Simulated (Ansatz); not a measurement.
Method: frozen-core CCSD(T)/def2-TZVPP // r2SCAN-D4/def2-TZVP (Ansatz, a quantum-chemistry and plane-wave program).

Ansatz 0.2 input:
```yaml
crystal:
  periodic: [false, false, false]
  atoms:
    - { symbol: I, position_ang: [2.091954, -0.336555, -0.02891] }
    - { symbol: B, position_ang: [-0.000176, 0.000004, -0.000674] }
    - { symbol: I, position_ang: [-0.7543, 1.980467, 0.013319] }
    - { symbol: I, position_ang: [-1.337479, -1.643916, 0.016265] }
basis:
  gaussian: { orbitals: def2-TZVPP }
correlation:
  method: ccsd_t
```

Output:

```
Functional definition: HF
1642 factors; integrals over basis functions are off by at most 8.8e-4 eV
mean field evaluation 1: about -24890.1021 eV, gradient 1.7e1 eV
mean field evaluation 2: about -24890.1444 eV, gradient 1.7e1 eV
mean field evaluation 4: about -24891.4193 eV, gradient 3.0e0 eV
mean field evaluation 8: about -24891.4687 eV, gradient 5.1e-4 eV
mean field evaluation 16: about -24891.3651 eV, gradient 3.0e0 eV
mean field -24891.46867095 eV, -914.7446016139 hartree, gradient 1.5e-6 eV, S^2 0.000000; 0 other end points of the search recorded, 0 dependent functions left out
13 core orbitals not correlated
reference -24891.46867095 eV, -914.7446016139 hartree; 27, 27 occupied and 141, 141 virtual orbitals, 1642 factors
second order -43.38773608 eV of doubles, -0.00000000 eV of singles
cycle   1  -39.69562052 eV  change     3.7e0 eV  update   1.4e-1
cycle   2  -40.72487201 eV  change    -1.0e0 eV  update   4.3e-2
cycle   3  -40.89547436 eV  change   -1.7e-1 eV  update   2.1e-2
cycle   4  -40.83497691 eV  change    6.0e-2 eV  update   7.0e-3
cycle   5  -40.82908198 eV  change    5.9e-3 eV  update   3.6e-3
cycle   6  -40.83349777 eV  change   -4.4e-3 eV  update   8.9e-4
cycle   7  -40.83268293 eV  change    8.1e-4 eV  update   2.6e-4
cycle   8  -40.83246518 eV  change    2.2e-4 eV  update   5.3e-5
cycle   9  -40.83253636 eV  change   -7.1e-5 eV  update   2.1e-5
cycle  10  -40.83254596 eV  change   -9.6e-6 eV  update   5.3e-6
perturbative correction -1.08742908 eV, -0.0399622816 hartree
Total energy: -24933.38864599 eV, -916.2851322822 hartree
```

Cost: roughly 10 core-minutes.
